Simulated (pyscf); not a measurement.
Thermochemistry of product channels of •H₂C–CH₂–SiH₃ on the doublet surface, in kJ/mol, from CCSD(T)/def2-TZVPP + ΔMP2(QZVPP) energies (ideal gas, 1 atm, RRHO with modes under 100 cm⁻¹ raised to 100, one conformer, R ln 2 for chiral ones without a mode under 150 cm⁻¹). Optimised with ωB97X-D3(BJ)/def2-SVP in PySCF. Correlated levels are frozen-core, on RHF or UHF. ΔMP2 is the change of the MP2 total energy from the triple- to the quadruple-zeta basis.

```tsv
products	ΔE	ΔH(298 K)	ΔG(900 K)	ΔG(1200 K)
H₃C–CH₂–SiH₂•	-38.7	-26.0	-19.2	-15.2
H₃C–CH•–SiH₃	___	-6.7	-11.8	-12.9
•H₂C–SiH₂–CH₃	-44.5	-41.2	-48.6	-51.2
```

Problem. What belongs in the gaps?

Solution. 
- H₃C–CH•–SiH₃, ΔE: -9.0

These are energies of the channels, which say nothing of barriers. •H₂C–CH₂–SiH₃ lies 83.9 kJ/mol over its isomer H₃C–SiH•–CH₃ (electronic energy, ωB97M-D3(BJ)). H₃C–CH₂–SiH₂• lies 48.9 kJ/mol over its isomer H₃C–SiH•–CH₃ (electronic energy, ωB97M-D3(BJ)). The CCSD(T) − MP2 part came from Ansatz, without density fitting, on the same reference.
